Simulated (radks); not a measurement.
Question: The mean radii <r> (bohr) of the occupied orbitals of an atom or ion are listed with their occupations. Method: non-relativistic Kohn-Sham, PBE, spin-polarised, spherical densities, point nucleus; computed with a radial shooting solver on a logarithmic mesh with Libxc functionals.

orbital  occ.      <r>
1s          2  0.07360
2s          2   0.3460
2p          6   0.3086
3s          2    1.062
3p          6    1.131

Name the element and its charge. Open shells, if any, are filled with parallel spins first.

Answer: Z = 21, scandium, charge +3: Sc3+ in [Ar]. The 1s radius gives Z: for a bare nucleus <r> = 1.5/Z, 0.07143 bohr for Z = 21, and screening makes it slightly larger (0.07360 here). The occupations add up to 18, and the charge is Z minus that.
